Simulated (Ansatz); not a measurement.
`CS[SiH](Cl)Cl` → `Cl[Si]Cl` + CH₃SH at 600 K and 1 bar (silylene formation by 1,1-elimination).

Program: Ansatz. Geometries: PBE0-D4/def2-TZVP. ΔE: electronic, gas phase. CBS: MP2 limit from def2 TZ/QZ plus the TZ coupled-cluster correction, frozen cores. This one scheme is used for every species. Each species was taken in one conformer, which may not be the lowest.

```tsv
species	CCSD(T)/CBS energy (Eh)	H − E (kJ/mol)	S (J/(mol·K))
`CS[SiH](Cl)Cl`	-1647.00366	198.1	462.2
`Cl[Si]Cl`	-1208.69388	36.3	319.6
CH₃SH	-438.22835	152.3	296.8
```

H − E and S are ideal-gas, rigid-rotor, harmonic terms from PBE0-D4/def2-TZVP, for one conformer and one mirror image of each species. 1 Eh = 2625.50 kJ/mol, R = 8.31446 J/(mol·K).

By hand: ΔE, ΔH, ΔS and ΔG.

ΔE = (-1208.69388) + (-438.22835) − (-1647.00366) = 0.08143 Eh = 213.8 kJ/mol. Δ(H − E) = 36.3 + 152.3 − 198.1 = -9.5, so ΔH = 204.3 kJ/mol. ΔS = 319.6 + 296.8 − 462.2 = 154.2 J/(mol·K). ΔG = 204.3 − 600 × (154.2)/1000 = 111.8 kJ/mol.

By hand: the equilibrium constant, and the temperature at which ΔG would vanish if ΔH and ΔS stayed fixed.

log₁₀ K = −ΔG/(RT ln 10) = -9.7. ΔG = 0 at ΔH/ΔS = 1325 K.

The number of gas molecules changes by +1, which sets the sign of ΔS. A doubt of 5 kJ/mol in ΔE shifts log₁₀ K by 0.4 here. Other conformers and mirror images would add mixing entropy, several J/(mol·K) or more a flexible species. Modes under 60 cm⁻¹, often nearly free rotors, make the harmonic entropy too high. These are equilibria of isolated gas molecules and say nothing of rates. Largest T1 diagnostic: 0.013 (customary marks: 0.02 for closed shells, 0.045 for open ones).
